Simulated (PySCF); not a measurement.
## C⁺ (carbon, charge +1) across methods

[He] 2s2 3s1, 2S determinant (an excited configuration). All numbers are calculated (PySCF 2.14, no relativity, point nucleus, in aug-cc-pVTZ (5s4p3d2f, 46 functions)).

```json
{"method": "M06-L", "E (hartree)": "-36.8674", "mean ε 2s β (eV)": "-33.850", "mean ε 2s α (eV)": "-33.787", "mean ε 3s α (eV)": "-8.138", "Σ⟨r²⟩ (bohr²)": "26.88", "⟨S²⟩": "0.750"}
{"method": "UHF", "E (hartree)": "-36.76613", "mean ε 2s β (eV)": "-38.808", "mean ε 2s α (eV)": "-39.301", "mean ε 3s α (eV)": "-9.763", "Σ⟨r²⟩ (bohr²)": "26.00", "⟨S²⟩": "0.750"}
{"method": "PBE", "E (hartree)": "-36.8343", "mean ε 2s β (eV)": "-33.040", "mean ε 2s α (eV)": "-33.291", "mean ε 3s α (eV)": "-8.137", "Σ⟨r²⟩ (bohr²)": "25.38", "⟨S²⟩": "0.750"}
{"method": "LDA", "E (hartree)": "-36.5033", "mean ε 2s β (eV)": "-32.848", "mean ε 2s α (eV)": "-33.089", "mean ε 3s α (eV)": "-8.082", "Σ⟨r²⟩ (bohr²)": "25.19", "⟨S²⟩": "0.750"}
{"method": "wB97M-V", "E (hartree)": "-36.9033", "mean ε 2s β (eV)": "-37.061", "mean ε 2s α (eV)": "-37.323", "mean ε 3s α (eV)": "-9.733", "Σ⟨r²⟩ (bohr²)": "24.75", "⟨S²⟩": "0.750"}
{"method": "B3LYP", "E (hartree)": "-36.8918", "mean ε 2s β (eV)": "-34.436", "mean ε 2s α (eV)": "-34.678", "mean ε 3s α (eV)": "-8.469", "Σ⟨r²⟩ (bohr²)": "25.13", "⟨S²⟩": "0.750"}
{"method": "PBE0", "E (hartree)": "-36.8430", "mean ε 2s β (eV)": "-34.734", "mean ε 2s α (eV)": "-35.025", "mean ε 3s α (eV)": "-8.642", "Σ⟨r²⟩ (bohr²)": "25.52", "⟨S²⟩": "0.750"}
{"method": "r2SCAN", "E (hartree)": "-36.8519", "mean ε 2s β (eV)": "-33.468", "mean ε 2s α (eV)": "-33.631", "mean ε 3s α (eV)": "-8.125", "Σ⟨r²⟩ (bohr²)": "25.70", "⟨S²⟩": "0.750"}
{"method": "M06-2X", "E (hartree)": "-36.9045", "mean ε 2s β (eV)": "-36.306", "mean ε 2s α (eV)": "-36.263", "mean ε 3s α (eV)": "-9.347", "Σ⟨r²⟩ (bohr²)": "24.25", "⟨S²⟩": "0.750"}
```

The outer electron is Rydberg-like, and this basis confines it to a smaller radius and binds it less than a complete one would.
